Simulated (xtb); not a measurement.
C2H4AlClO, SMILES C=[CH][Al]([OH])[Cl]. All values are semi-empirical tight-binding results from xtb (GFN2-xTB unless named), good for trends rather than for accurate numbers. The structure is a stationary point at GFN2-xTB. The structure was generated by enumeration; whether it is a known compound was not checked. One conformer was computed; it need not be the lowest.

Optimised geometry:

```xyz
9

Al    -0.2235    -0.0884     0.0000
Cl     0.5686    -1.9634     0.0000
C      0.9451     1.5103     0.0000
C      0.4523     2.7436     0.0000
H      2.0266     1.3891     0.0000
H      1.0765     3.6282     0.0000
H     -0.6125     2.9224     0.0000
O     -1.8559     0.1004     0.0000
H     -2.7880     0.2611     0.0000
```
Charge 0, spin multiplicity 1.

For metal compounds this method's bond lengths and energies can be far off.

- point group as xtb finds it = Cs
- orbital gap = 4.18 eV
- zero-point energy = 34.5 kcal/mol
- G − E(el) at 298.15 K (modified RRHO) = 14.3 kcal/mol

Computed atomic charges and the Wiberg bond orders between heavy atoms:
charges (e) Al1 0.35, Cl2 -0.18, C3 -0.11, C4 -0.06, H5 0.06, H6 0.04, H7 0.05, O8 -0.46, H9 0.31. Bond orders Al1–Cl2 1.29, Al1–C3 0.97, C3–C4 1.94, Al1–O8 1.38.
